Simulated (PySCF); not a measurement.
1-chloro-4,4,4-trifluorobuta-1,2-diene (C₄H₂ClF₃), SMILES FC(F)(F)C=C=CCl. Heavy atoms are numbered as in [F:1][C:2]([F:3])([F:4])[CH:5]=[C:6]=[CH:7][Cl:8]. Hydrogens are named by the atom that carries them.

Coordinates come from a PBE0-D3(BJ)/def2-SVP optimisation.

Computed with ωB97X/def2-TZVP (PySCF).

ESP charges are fitted to the potential on shells at 1.4 to 2.0 van der Waals radii. Atomic charges (e), one atom of each kind:

```csv
atom,ESP fit,meta-Löwdin,Mulliken,Löwdin
F1,-0.20,-0.27,-0.16,0.21
C2,0.66,0.80,0.52,-0.70
C5 (CH),-0.41,-0.19,-0.17,-0.12
C6,0.18,?,-0.13,-0.07
C7 (CH),-0.29,?,-0.05,-0.44
Cl8,-0.01,?,-0.04,0.39
H on C5,0.23,?,0.18,0.17
H on C7,0.23,0.16,0.18,0.15
```

**Question.** What belongs in the gaps? (The exact figures need the calculation; the answer reports its results.)

**Answer.** 
- C6, meta-Löwdin: 0.03
- C7 (CH), meta-Löwdin: -0.13
- Cl8, meta-Löwdin: -0.02
- H on C5, meta-Löwdin: 0.16

Computed Mayer and Wiberg (Löwdin basis) orders of the bonds:
```tsv
bond	Mayer	Wiberg
F1–C2	1.13	1.76
C2–F3	1.13	1.76
C2–F4	1.16	1.78
C2–C5	1.01	1.13
C5–C6	1.93	2.02
C6–C7	1.90	2.10
C7–Cl8	1.17	1.72
```
